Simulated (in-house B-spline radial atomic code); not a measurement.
RPA and G0W0 on LDA VWN5: Xe IX (Xe8+)

Configuration [Kr] 4d10, mean-field start LDA VWN5. Computed with a B-spline radial code for spherical atoms: all electrons, scalar-relativistic (spin-free one-electron X2C), finite nucleus, each spin shell either full or empty, empty states to l = 9 with an (l + 1/2)⁻⁴ tail; G0W0 by contour deformation at full frequency.

Command:
```bash
python run_gw.py task.json out
```
Settings (radii: box in bohr, nucleus in fm):
```
Z                        54
electrons                46
configuration            [Kr] 4d10
hamiltonian              x2c
method                   lda,vwn
lmax                     9
rms_radius               4.7859
spin_polarised           False
box_radius               7.7
intervals                66
```

Time taken, with all properties: 4.2 s on 1 thread of Arm Neoverse N1 (shared host).

Energies (hartree):

```
                                     term        value
                         mean-field total  -7424.12605
Hartree-Fock functional on these orbitals  -7428.24242
                      direct second order      -4.1554
                    second-order exchange       1.1476
                         SOSEX correction       1.0843
```

(1) What is the RPA correlation energy, and what remains with SOSEX?

Quasi-particle levels (eV):

```tsv
level	occupied	mean field	Σx - vxc	Σc	QP weight	G0W0
4d	yes	-167.91	-12.90	?	?	?
5s	no	-113.78	9.95	-2.46	0.984	-106.29
```

G0W0 = mean field + (Σx - vxc) + Σc, with Σc (partial-wave tail included) taken at the quasi-particle energy. Only the outer levels were computed. Levels of low weight are left out.

(2) Where does G0W0 put 4d?

## Answers

(1) RPA gives -3.7347 hartree (-2.21 eV per electron); RPA + SOSEX gives -2.6504, and the second-order doubles -3.0079 hartree (no singles). RPA lacks exchange-type terms and so overcorrelates at short range.

(2) At -180.72 eV, with Σc = 0.10 eV and a quasi-particle weight of 0.968. The tabulated removal energy is 179.84 ± 0.12 eV (NIST, measured); the calculation leaves out spin-orbit coupling, Breit and QED terms, and what these don't explain is the method's own error.
